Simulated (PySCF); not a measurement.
Order these species by their calculated properties.

Each SMILES stands for a single optimised conformer of the isolated species, non-relativistic unless stated; the electronic structure was computed with PySCF and density fitting.

Dipoles, sizes and rotational constants follow the conformer. The torsions of the flexible species, by atom-mapped SMILES:
- `[CH3:1][CH2:2][c:3]1[s:4][cH:5][cH:6][c:7]1[C:8]#[N:9]`: C1–C2–C3–S4 -91°
- `[CH2:1]=[CH:2][CH:3]([CH:4]=[CH2:5])[CH2:6][NH2:7]`: C1–C2–C3–C4 132°, C2–C3–C4–C5 -131°, C2–C3–C6–N7 -61°, H–N7–C6–C3 -60°, H–N7–C6–C3 60°
- `[CH3:1][CH2:2][C:3]([SiH3:4])([CH2:5][CH3:6])[SiH2:7][SiH3:8]`: C1–C2–C3–Si4 61°, C2–C3–C5–C6 -58°, C2–C3–Si7–Si8 165°
- `[CH3:1][CH2:2][C@@H:3]([SiH3:4])[C@@H:5]([SiH3:6])[SiH2:7][CH3:8]`: C1–C2–C3–Si4 61°, C2–C3–C5–Si6 -57°, C3–C5–Si7–C8 46°
- `[CH2:1]=[N:2][NH:3][Si@@H:4]([CH3:5])[O:6][CH2:7][CH3:8]`: C1–N2–N3–Si4 174°, N2–N3–Si4–C5 54°, N3–Si4–O6–C7 -177°, Si4–O6–C7–C8 162°
- `[CH3:1][CH2:2][C@@:3]([CH3:4])([O:5][CH3:6])[C:7](=[O:8])[F:9]`: C1–C2–C3–C4 177°, C2–C3–O5–C6 -175°, C2–C3–C7–O8 -119°

The conformers of `C#C[C@@H]1C[SiH2][C@@H](F)C1` and `CCC[Si@H](N)NC=O` aren't listed.

(1) Rank by smallest rotational constant, lowest first (GFN2-xTB).
A. `C1[C@H](F)C[Si@H]1C#CC`
B. `C=CC(C=C)CN`
C. `Cc1nccnc1Cl`
D. `c1(CC)sccc1C#N`

(2) Rank by lowest triplet excitation (Tamm–Dancoff), lowest first (TDA B3LYP/def2-SVPD at GFN2-xTB geometries).
A. `[C@H]1(F)C[Si@@H](C#CC)C1`
B. `CCC1=C(C#N)C=CS1`
C. `C=CC(C=C)CN`
D. `C#C[C@@H]1C[SiH2][C@@H](F)C1`

(3) Rank by HOMO–LUMO gap, lowest first (PBE0/pcSseg-1 at GFN2-xTB geometries).
A. `[Si@@H](OCC)(C)NN=C`
B. `CC1=NC=CN=C1Cl`
C. `CCC([SiH3])(CC)[SiH2][SiH3]`
D. `CC[C@@H]([SiH3])[C@@H]([SiH3])[SiH2]C`
E. `CC#C[Si@H]1C[C@H](F)C1`

(4) Rank by static isotropic polarisability, lowest first (B3LYP/def2-SVPD at GFN2-xTB geometries).
A. `C#C[C@@H]1C[SiH2][C@@H](F)C1`
B. `CCc1sccc1C#N`
C. `CC#C[Si@H]1C[C@@H](F)C1`
D. `C=CC(C=C)CN`

(5) Rank by dipole moment, highest first (PBE0/pcSseg-1 at GFN2-xTB geometries).
A. `C([C@](C)(OC)CC)(=O)F`
B. `C=NN[Si@@H](C)OCC`
C. `CCC([SiH3])(CC)[SiH2][SiH3]`
D. `CC#C[Si@H]1C[C@H](F)C1`

(6) Give the two extremes of that set in atomic units.

(7) Rank by HOMO energy, lowest first (PBE0/pcSseg-1 at GFN2-xTB geometries).
A. `CC#C[Si@H]1C[C@H](F)C1`
B. `C(C)C([SiH3])([SiH2][SiH3])CC`
C. `CCC[Si@H](N)NC=O`
D. `CC[C@@](C)(OC)C(=O)F`

(8) Give the two extremes of that set in hartree.

Answers

(1) A (0.684 GHz), D (0.844 GHz), C (1.066 GHz), B (1.428 GHz).

(2) B (3.52 eV), C (4.40 eV), A (4.89 eV), D (5.50 eV).

(3) B (6.03 eV), A (6.81 eV), E (7.40 eV), C (7.72 eV), D (8.02 eV).

(4) D (83.8 au), A (94.3 au), C (98.3 au), B (103.3 au).

(5) D (3.22 D), A (2.68 D), B (1.84 D), C (1.24 D).

(6) `CCC([SiH3])(CC)[SiH2][SiH3]`: 0.49 au; `CC#C[Si@H]1C[C@H](F)C1`: 1.27 au.

(7) D (-7.85 eV), B (-7.71 eV), A (-7.56 eV), C (-7.35 eV).

(8) `CC[C@@](C)(OC)C(=O)F`: -0.289 Eh; `CCC[Si@H](N)NC=O`: -0.270 Eh.
